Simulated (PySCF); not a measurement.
C4H5F2N2Si (doublet state).
Atom-mapped SMILES: `[H]/[N:9]=[C:8]\[SiH2:7][CH2:6][C:3]([C:2]#[N:1])([F:4])[F:5]` (hydrogens: H10, H11 on C6; H12, H13 on Si7; H14 on N9)

Geometry (GFN2-xTB, Å), atoms numbered from 1 in this order:
```
atom  x, y, z in Å
N1    -3.5911    1.0212   -0.7130
C2    -2.4860    0.7453   -0.7823
C3    -1.0785    0.3364   -0.7942
F4    -0.2811    1.4474   -0.7955
F5    -0.7991   -0.2940   -1.9753
C6    -0.7701   -0.5598    0.3833
Si7    1.0772   -1.0869    0.4108
C8     1.8924    0.4657    1.0044
N9     2.6320    1.4115    0.8937
H10   -1.0389   -0.0263    1.2939
H11   -1.4125   -1.4361    0.3080
H12    1.3614   -1.7048   -0.8920
H13    1.2627   -2.0422    1.5011
H14    3.2308    1.7221    0.1350
```

The hyperfine couplings belong to this conformer and change with its torsions.

Level of theory: PySCF 2.14.0, UKS B3LYP, pcH-1 on C F H N Si, non-relativistic, mean-field spin-orbit, GIAO. Geometry: GFN2-xTB, one conformer, isolated molecule. Couplings are sensitive to structure, and on GFN2-xTB geometries they can be far from those on DFT ones. No stability test was run, so a lower SCF solution isn't excluded.

(1) Where do the isotropic ENDOR lines of C8, C3, C6, N9, F4/F5, H14, H12/H13, H10/H11 and Si7 fall at 3353.9 mT, to first order?

(2) Which pairs are centred on the nuclear Larmor frequency, and which on half the coupling?

## Answers

(1) ν± = |νn ± a/2|, one line for each electron-spin manifold; νn = |g_N| × 7.62259 MHz/T × B.

```tsv
nuclei	isotope	g_N	νn (MHz)	a_iso (MHz)	lower line (MHz)	upper line (MHz)
C8	13C	1.4048	35.91	257.78	92.97	164.80
C3	13C	1.4048	35.91	1.57	35.13	36.70
C6	13C	1.4048	35.91	0.61	35.61	36.22
N9	14N	0.4038	10.32	91.30	35.33	55.97
F4/F5	19F	5.2577	134.42	3.18	132.83	136.01
H14	1H	5.5857	142.80	213.45	36.07	249.53
H12/H13	1H	5.5857	142.80	49.30	118.15	167.45
H10/H11	1H	5.5857	142.80	-0.56	142.52	143.08
Si7	29Si	-1.1106	28.39	-133.13	38.17	94.96
```

The rows for 13C and 29Si, of low natural abundance, apply to labelled samples.

(2) Centred on νn, since |a| < 2νn: C3, C6, F4/F5, H14, H12/H13 and H10/H11. Centred on |a|/2 and split by 2νn: C8, N9 and Si7.

Class means assume fast exchange of nuclei equivalent by connectivity; if that motion is slow, each nucleus keeps its own coupling. The 1H value of +49.3 MHz is a mean of couplings from -4.9 to 103.6 MHz in this one geometry, not an average over conformers.
